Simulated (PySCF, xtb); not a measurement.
C2H7BO, SMILES CBOC. Other conformers were not sampled.

Harmonic wavenumbers (cm⁻¹) from xtb 6.7.1 with GFN2-xTB at its own minimum, in rising order: 96, 135, 197, 244, 436, 685, 793, 904, 994, 1008, 1109, 1133, 1161, 1343, 1384, 1417, 1472, 1475, 1493, 1498, 2487, 2944, 2961, 2973, 3020, 3033, 3056.

Q: What does PySCF with PBE0-D3(BJ)/def2-SVP give at its own minimum? (An estimate is asked for; the answer gives what the named calculation found.)

A: 102, 150, 192, 262, 446, 675, 766, 985, 1027, 1041, 1158, 1190, 1208, 1312, 1399, 1432, 1439, 1469, 1473, 1513, 2539, 3039, 3048, 3128, 3140, 3146, 3169. Paired by order, the mean absolute difference is 47 cm⁻¹ and the zero-point energies are 56.4 and 57.8 kcal/mol.
